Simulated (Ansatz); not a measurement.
`Cl[SiH2][SeH]` + `F[SiH](F)[AlH2]` → `F[SiH](F)[SeH]` + `[AlH2][SiH2]Cl` at 400 K and 1 bar (redistribution).

Program: Ansatz. Geometries: PBE0-D4/def2-TZVP. ΔE: electronic, gas phase. CBS: MP2 limit from def2 TZ/QZ plus the TZ coupled-cluster correction, frozen cores. For Se outer-core shells are correlated without core-valence functions, which leaves a few kJ/mol of doubt a bond. Scalar relativity is left out up to krypton. One conformer a species, not always the lowest.

```json
{"species": "`Cl[SiH2][SeH]`", "CCSD(T)/CBS energy (Eh)": "-3151.43476", "H − E (kJ/mol)": "95.3", "S (J/(mol·K))": "349.9"}
{"species": "`F[SiH](F)[AlH2]`", "CCSD(T)/CBS energy (Eh)": "-732.58614", "H − E (kJ/mol)": "103.3", "S (J/(mol·K))": "372.4"}
{"species": "`F[SiH](F)[SeH]`", "CCSD(T)/CBS energy (Eh)": "-2890.73294", "H − E (kJ/mol)": "87.1", "S (J/(mol·K))": "354.3"}
{"species": "`[AlH2][SiH2]Cl`", "CCSD(T)/CBS energy (Eh)": "-993.29495", "H − E (kJ/mol)": "111.3", "S (J/(mol·K))": "361.4"}
```

H − E and S are ideal-gas, rigid-rotor, harmonic terms from PBE0-D4/def2-TZVP, for one conformer and one mirror image of each species. 1 Eh = 2625.50 kJ/mol, R = 8.31446 J/(mol·K).

By hand: ΔE, ΔH, ΔS and ΔG.

ΔE = (-2890.73294) + (-993.29495) − (-3151.43476) − (-732.58614) = -0.00699 Eh = -18.4 kJ/mol. Δ(H − E) = 87.1 + 111.3 − 95.3 − 103.3 = -0.2, so ΔH = -18.6 kJ/mol. ΔS = 354.3 + 361.4 − 349.9 − 372.4 = -6.6 J/(mol·K). ΔG = -18.6 − 400 × (-6.6)/1000 = -16.0 kJ/mol.

By hand: the equilibrium constant, and the temperature at which ΔG would vanish if ΔH and ΔS stayed fixed.

log₁₀ K = −ΔG/(RT ln 10) = 2.1. ΔG = 0 at ΔH/ΔS = 2818 K, far beyond where these terms or the molecules hold.

The number of gas molecules stays the same, so ΔS is small and ΔH decides. A doubt of 5 kJ/mol in ΔE shifts log₁₀ K by 0.7 here. Other conformers and mirror images would add mixing entropy, several J/(mol·K) or more a flexible species. Modes under 60 cm⁻¹, often nearly free rotors, make the harmonic entropy too high. These are equilibria of isolated gas molecules and say nothing of rates. Largest T1 diagnostic: 0.012 (customary marks: 0.02 for closed shells, 0.045 for open ones).
